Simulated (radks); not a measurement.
Q: The mean radii <r> (bohr) of the occupied orbitals of an atom or ion are listed with their occupations. Method: scalar-relativistic Kohn-Sham, PBE, spin-unpolarised, spherical densities, point nucleus; computed with a radial shooting solver on a logarithmic mesh with Libxc functionals.

| orbital | occ. | <r> |
|---|---|---|
| 1s | 2 | 0.03707 |
| 2s | 2 | 0.1626 |
| 2p | 6 | 0.1417 |
| 3s | 2 | 0.4584 |
| 3p | 6 | 0.4620 |
| 3d | 10 | 0.4523 |
| 4s | 2 | 1.202 |
| 4p | 6 | 1.341 |
| 4d | 1 | 1.836 |

Name the element and its charge.

A: Z = 40, zirconium, charge +3: Zr3+ in [Kr] 4d1. The 1s radius gives Z: for a bare nucleus <r> = (2 gamma + 1)/(2Z) with gamma = sqrt(1 - (Z/c)^2), 0.03641 bohr for Z = 40, and screening makes it slightly larger (0.03707 here). The occupations add up to 37, and the charge is Z minus that.
